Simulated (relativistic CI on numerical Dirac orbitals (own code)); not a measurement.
## Level scheme of Nb XII

Calculated at this level of theory: Dirac-Coulomb-Breit CI, separate exchange-only KLI orbitals for each configuration, model QED (radiative potential, 1s self-energy scaled to tabulated hydrogen-like ionisation energies), unscaled Slater integrals (own radial code, finite nucleus).

Configurations in the expansion (outside the closed core [Ar]): 3d10 4s2, 3d10 4s 4p, 3d10 4p2, 3d10 4s 4d, 3d10 4d2, 3d10 4s 4f, 3d10 4p 4d, 3d10 4f2, 3d10 4p 5s, 3d10 4p 4f, 3d10 4s 5s, 3d10 4s 5p, 3d10 4d 5s, 3d10 4d 4f, 3d10 4s 5d, 3d10 4s 6s, 3d10 4s 5f, 3d10 4s 5g, 3d10 4s 6p, 3d10 5s2, 3d10 4f 5s, 3d10 4s 6d, 3d10 4s 6f, 3d10 4s 7s, 3d9 4s2 4p, 3d9 4s2 4d. Double excitations out of closed p, d and f shells are left out; levels of such configurations are missing from the list, as are those of other unlisted configurations, and high levels can miss mixing partners. These lack a partner that the ground configuration has and come out too high: 3d9 4s2 4p, 3d9 4s2 4d.

```tsv
No.	Configuration	Term	J	E (cm⁻¹)	%	Landé g	jj configuration (%)
1	3d10 4s2	1S	0	0	98		closed (98)
2	3d10 4s 4p	3P°	0	182750	100		4s 4p1/2 (100)
3	3d10 4s 4p	3P°	1	189559	98	1.491	4s 4p1/2 (79)
4	3d10 4s 4p	3P°	2	208087	100	1.500	4s 4p3/2 (100)
5	3d10 4s 4p	1P°	1	275432	96	1.009	4s 4p3/2 (78)
6	3d10 4p2	3P	0	432120	92		4p1/2^2 (88)
7	3d10 4p2	3P	1	446992	100	1.501	4p1/2 4p3/2 (100)
8	3d10 4p2	1D	2	447711	60	1.164	4p1/2 4p3/2 (92)
9	3d10 4p2	3P	2	471439	67	1.336	4p3/2^2 (95)
10	3d10 4p2	1S	0	520505	90		4p3/2^2 (86)
11	3d10 4s 4d	3D	1	578291	100	0.498	4s 4d3/2 (100)
12	3d10 4s 4d	3D	2	579787	100	1.166	4s 4d3/2 (63)
13	3d10 4s 4d	3D	3	582206	100	1.334	4s 4d5/2 (100)
14	3d10 4s 4d	1D	2	629839	87	1.000	4s 4d5/2 (55)
15	3d10 4p 4d	3F°	2	772322	87	0.705	4p1/2 4d3/2 (94)
16	3d10 4p 4d	3F°	3	783744	94	1.088	4p1/2 4d5/2 (62)
17	3d10 4p 4d	1D°	2	797368	72	1.052	4p1/2 4d5/2 (57)
18	3d10 4p 4d	3F°	4	798884	97	1.250	4p3/2 4d5/2 (97)
19	3d10 4p 4d	3D°	1	816305	61	0.865	4p1/2 4d3/2 (83)
20	3d10 4p 4d	3P°	2	819936	50	1.296	4p1/2 4d5/2 (42)
21	3d10 4p 4d	3P°	0	830775	99		4p3/2 4d3/2 (99)
22	3d10 4p 4d	3P°	1	832795	64	1.143	4p3/2 4d3/2 (92)
23	3d10 4p 4d	3D°	3	833560	86	1.291	4p3/2 4d5/2 (44)
24	3d10 4p 4d	3D°	2	835095	64	1.278	4p3/2 4d3/2 (55)
25	3d10 4p 4d	1F°	3	851626	66	1.037	4p3/2 4d5/2 (48)
26	3d10 4p 4d	1P°	1	881349	92	0.991	4p3/2 4d5/2 (75)
27	3d10 4s 5s	3S	1	909193	100	2.002	4s 5s (100)
28	3d10 4s 5s	1S	0	927221	100		4s 5s (100)
29	3d10 4s 4f	3F°	2	932507	98	0.666	4s 4f5/2 (98)
30	3d10 4s 4f	3F°	3	932678	98	1.083	4s 4f5/2 (54)
31	3d10 4s 4f	3F°	4	932948	97	1.250	4s 4f7/2 (97)
32	3d10 4s 4f	1F°	3	976785	75	1.000	4s 4f7/2 (42)
33	3d10 4s 5p	3P°	0	1002996	99		4s 5p1/2 (99)
34	3d10 4s 5p	3P°	1	1004198	81	1.406	4s 5p1/2 (96)
35	3d10 4s 5p	3P°	2	1013013	99	1.501	4s 5p3/2 (99)
36	3d10 4s 5p	1P°	1	1015473	77	1.094	4s 5p3/2 (93)
37	3d10 4p 4f	1G	4	1130522	35	1.064	4p1/2 4f7/2 (63)
38	3d10 4p 5s	3P°	0	1134434	99		4p1/2 5s (99)
39	3d10 4p 4f	3F	2	1135845	62	0.705	4p1/2 4f5/2 (53)
40	3d10 4p 4f	3F	3	1135856	46	0.979	4p1/2 4f5/2 (48)
41	3d10 4p 5s	3P°	1	1137922	83	1.420	4p1/2 5s (93)
42	3d10 4p 4f	1F	3	1140330	45	0.970	4p1/2 4f5/2 (48)
43	3d10 4p 4f	3F	4	1146039	42	1.160	4p3/2 4f7/2 (48)
44	3d10 4p 4f	1F	3	1157719	41	0.942	4p3/2 4f5/2 (66)
45	3d10 4p 4f	3G	4	1157841	79	1.078	4p3/2 4f5/2 (60)
46	3d10 4p 5s	3P°	2	1160197	99	1.501	4p3/2 5s (99)
47	3d10 4s 5d	3D	1	1162178	100	0.499	4s 5d3/2 (100)
48	3d10 4s 5d	3D	2	1162361	67	1.105	4s 5d3/2 (68)
49	3d10 4d2	1D	2	1163472	34	1.030	4s 5d5/2 (21)
50	3d10 4s 5d	3D	3	1163798	98	1.329	4s 5d5/2 (98)
51	3d10 4p 4f	3G	5	1164889	99	1.200	4p3/2 4f7/2 (99)
52	3d10 4s 5d	1D	2	1166909	84	1.005	4s 5d5/2 (68)
53	3d10 4p 5s	1P°	1	1170176	80	1.080	4p3/2 5s (92)
54	3d10 4p 4f	3D	3	1174793	77	1.268	4p3/2 4f7/2 (65)
55	3d10 4p 4f	3D	2	1179356	78	1.086	4p3/2 4f7/2 (40)
56	3d10 4p 4f	3D	1	1185351	99	0.499	4p3/2 4f5/2 (99)
57	3d10 4d2	3P	0	1190815	99		4d3/2^2 (68)
58	3d10 4d2	3P	1	1191971	99	1.501	4d3/2 4d5/2 (99)
59	3d10 4d2	3F	2	1192547	51	0.752	4d3/2^2 (41)
60	3d10 4d2	3P	2	1193662	97	1.485	4d3/2 4d5/2 (53)
61	3d10 4d2	3F	3	1195066	58	1.095	4d3/2 4d5/2 (58)
62	3d10 4d2	3F	4	1196733	64	1.246	4d5/2^2 (48)
63	3d10 4d2	1S	0	1235268	96		4d5/2^2 (67)
64	3d10 4p 4f	1D	2	1238213	55	0.996	4p3/2 4f7/2 (39)
65	3d10 4d2	1G	4	1250044	48	1.001	4d3/2 4d5/2 (36)
66	3d10 4s 6s	3S	1	1308339	100	2.002	4s 6s (100)
67	3d10 4s 5f	3F°	2	1310204	100	0.666	4s 5f5/2 (100)
68	3d10 4s 5f	3F°	3	1310205	100	1.083	4s 5f5/2 (57)
69	3d10 4s 5f	3F°	4	1310210	100	1.250	4s 5f7/2 (100)
70	3d10 4s 5f	1F°	3	1314487	100	1.000	4s 5f7/2 (57)
```

Energies count from the lowest computed level; ° marks odd parity. Filled j subshells are mostly left out of the jj labels.

The mean weight of the leading LS term, summed over parents, in these 70 levels is 82 %, and that of the leading jj configuration (from the same eigenvectors) 76 %.

At this charge energies of transitions that change n are usually good to better than 1 %, and those within a shell (Δn = 0) to a few per cent.

LS names give the leading component of a level, which can be under half, so a name can repeat, a term be missing and a line seem to break the LS rules.
